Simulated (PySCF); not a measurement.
YOCl, SMILES [O]=[Y][Cl].

Geometry: PBE-D3(BJ)/def2-TZVP. The def2 effective core potentials stand for the cores of Y; spin–orbit coupling is left out.

Calculation: PySCF 2.14.0 with PBE-D3(BJ)/def2-TZVP.

Frequencies are harmonic and unscaled.

| mode | ν (cm⁻¹) | IR (km/mol) | moving atoms (share of kinetic energy) |
|---|---|---|---|
| 1 | 133 | 19.4 | O 64 %, Cl 21 %, Y 15 % |
| 2 | 330 | 73.7 | Cl 68 %, Y 31 % |
| 3 | 834 | 186.2 | O 85 %, Y 15 % |
